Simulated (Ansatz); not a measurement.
The cluster TiS₂⁺. The state is a doublet with charge 1. Geometry PBE0-D4/def2-TZVP; atoms count from 1.

```xyz
3

Ti   -1.1164    0.7932   -0.1212
S     0.7849   -0.2240   -0.8974
S     0.3315   -0.5692    1.0186
```

The charge 1 doublet is spin-contaminated (final ⟨S²⟩ up to 1.43, 0.75 for a pure state). The geometry of the doublet was relaxed on an unsound state (⟨S²⟩ 1.36, where a pure state has 0.75). The structure comes from a short search, and lower isomers may exist.

Problem. Estimate the Mulliken populations from the PBE0/def2-TZVP orbitals of Ansatz.

Solution. 
```csv
atom,charge (e),spin (α − β),d electrons
Ti1,1.03,1.98,2.55
S2,-0.02,-0.49,–
S3,-0.02,-0.49,–
```
Mulliken values and Mayer orders depend strongly on the basis.

Problem. Where does the spin sit?

Solution. Summed by element: Ti 1.98, S -0.98, of 1 unpaired in all. Largest on single atoms: Ti1 1.98, S2 -0.49, S3 -0.49.

Problem. And the Mayer bond orders between bonded heavy atoms (over 0.3)?

Solution. Ti1–S2 1.07 (2.29 Å); Ti1–S3 1.07 (2.29 Å); S2–S3 1.37 (2.00 Å).
